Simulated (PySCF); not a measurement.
## Relaxation of singlet Cs2Te

Level of theory: PBE0/[Te def2-TZVP with ECP28, Cs def2-TZVP with ECP46], scalar-relativistic core potentials, density fitting, no spin–orbit coupling, PySCF. A (50,194) grid was used.

A hand-made linear start, of D∞h symmetry, held to at least that symmetry:

Coordinates in bohr (charge 0 multiplicity 1):
```
Te    0.0000    0.0000    0.0000
Cs    0.0000    0.0000    6.9542
Cs    0.0000    0.0000   -6.9542
```

(1) What does it relax to?

(2) How much energy is released, and in how many steps?

Answers

(1) It ends at D∞h with Te–Cs 3.312 Å (×2); Cs–Te–Cs 180.0° (after a last refinement on a finer grid). A frequency run shows a minimum. Other isomers or separated fragments may lie lower.

(2) 34.1 kJ/mol in 5 steps.

The relaxation took 90 s on 2 threads of a shared Intel Xeon @ 2.50GHz (Skylake/Cascade Lake) host, with 108 basis functions and 6 gradients; the process peaked at 0.57 GiB.
